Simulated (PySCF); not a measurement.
The electron affinity along the 3d series

All values are computed (PySCF 2.14, energy differences of UHF-based or UKS calculations, no spin-orbit coupling). Values in eV. The last column holds reference values (measured affinities from photodetachment; the arrow runs from anion to atom). Unmarked ones compare directly (S terms, centres of terms, or small fine structure); those marked * lie between the lowest fine-structure levels and include a spin-orbit shift.

```csv
element,configurations,LDA,PBE,PBE0,r2SCAN,SCS-MP2 (valence),CCSD(T) (valence),reference
"Ti (aug-cc-pVDZ-DK, spin-free X2C)",[Ar] 3d3 4s2 → [Ar] 3d2 4s2,0.998,0.813,0.418,0.862,-1.131,-0.277,0.076 *
"V (aug-cc-pVDZ-DK, spin-free X2C)",[Ar] 3d4 4s2 → [Ar] 3d3 4s2,1.545,1.232,0.816,1.025,-0.824,0.185,0.528 *
"Cr (aug-cc-pVDZ-DK, spin-free X2C)",[Ar] 3d5 4s2 → [Ar] 3d5 4s1,0.726,0.478,0.338,0.351,0.211,0.598,0.676
"Fe (aug-cc-pVDZ-DK, spin-free X2C)",[Ar] 3d7 4s2 → [Ar] 3d6 4s2,0.976,0.864,0.178,n/a,-0.480,-0.351,0.153 *
"Co (aug-cc-pVDZ-DK, spin-free X2C)",[Ar] 3d8 4s2 → [Ar] 3d7 4s2,1.608,1.319,0.589,0.976,0.147,0.172,0.662 *
"Ni (aug-cc-pVDZ-DK, spin-free X2C)",[Ar] 3d9 4s2 → [Ar] 3d8 4s2,2.238,1.731,0.976,0.982,0.836,0.730,1.157 *
"Cu (aug-cc-pVDZ-DK, spin-free X2C)",[Ar] 3d10 4s2 → [Ar] 3d10 4s1,1.613,1.399,1.096,1.249,0.911,1.181,1.236
```

The highest occupied level of the anion is positive for Ti⁻ at LDA, PBE, PBE0, r2SCAN; V⁻ at LDA, PBE, PBE0, r2SCAN; Cr⁻ at LDA, PBE, PBE0, r2SCAN; Fe⁻ at LDA, PBE, PBE0, r2SCAN; Co⁻ at LDA, PBE, PBE0, r2SCAN; Ni⁻ at LDA, PBE, PBE0, r2SCAN; Cu⁻ at LDA, PBE, PBE0, r2SCAN, so there the basis helps to hold the electron.

"Valence" correlates the outer s and p shells and, in groups 3 to 12 and the f block, the outer d or f shell, open or full, or the next shell where the ion has no valence electron left; the wider scheme adds the next inner shell.
